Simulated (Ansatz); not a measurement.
System: CH6Ge, charge 0, singlet. CH6Ge (SMILES [CH3][GeH3]).
B3LYP-D3(BJ)/def2-TZVP minimum from Ansatz (a first-principles code):
```xyz
8

Ge    -0.3885     0.0442    -0.0108
C      1.5639    -0.1781     0.0434
H     -1.0012    -0.8622    -1.0954
H     -0.7527     1.5067    -0.3303
H     -1.0084    -0.3299     1.3491
H      1.8186    -1.2130     0.2695
H      1.9945     0.4639     0.8111
H      1.9996     0.0872    -0.9194
```
Charge 0, spin multiplicity 1.

Hartree-Fock and CCSD(T) correlation energies in hartree (Ansatz). UHF or UKS for unpaired electrons; spin-orbit terms are left out. Cores are frozen in correlated methods (noble-gas shells, and filled d and f shells in the p block). No relativity.

```csv
basis,X,E(HF),"E(corr, CCSD(T))"
cc-pVTZ,3,-2116.77560,-0.36297
cc-pVQZ,4,-2116.78215,-0.37978
cc-pV5Z,5,-2116.78327,withheld
```

Fit E(corr) = E∞ + A/X³ to X = 3 and 4, predict X = 5, and compare with the run.

A = (-0.36297 - (-0.37978))/(1/27 - 1/64) = 0.7851; E∞ = -0.37978 - A/64 = -0.39205; at X = 5, E∞ + A/125 = -0.38577. The run gave -0.38497, 0.80 mEh above the prediction. The same form on X = 4 and 5 gives E∞ = -0.39042, 1.63 mEh above the first estimate.
